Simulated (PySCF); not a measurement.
Si(H)3(nPr), SMILES CCC[SiH3] (C3H10Si), singlet (PBE0/def2-SVP optimised geometry):

```
14

Si    -1.976     0.481     0.000
C     -0.089     0.481     0.000
C      0.553    -0.906     0.005
C      2.075    -0.868     0.006
H     -2.503     1.882     0.000
H     -2.505    -0.222     1.211
H     -2.505    -0.222    -1.211
H      0.249     1.061     0.878
H      0.249     1.054    -0.883
H      0.201    -1.472     0.886
H      0.202    -1.478    -0.872
H      2.461    -0.344    -0.883
H      2.505    -1.882     0.009
H      2.460    -0.340     0.893
```

Computed with PBE0/def2-TZVP (PySCF).

Problem. What are the frontier orbital energies and the dipole moment?

Solution. HOMO-2 -9.24 eV, HOMO-1 -9.20 eV, HOMO -8.49 eV, LUMO 0.70 eV, LUMO+1 1.51 eV; dipole moment 0.90 D.

Meta-Löwdin charges at PBE0/def2-TZVP: Si1 0.47, C2 -0.43, C3 -0.18, C4 -0.34, H5 -0.09, H6 -0.10, H7 -0.10, H8 0.12, H9 0.12, H10 0.10, H11 0.10, H12 0.11, H13 0.11, H14 0.11.
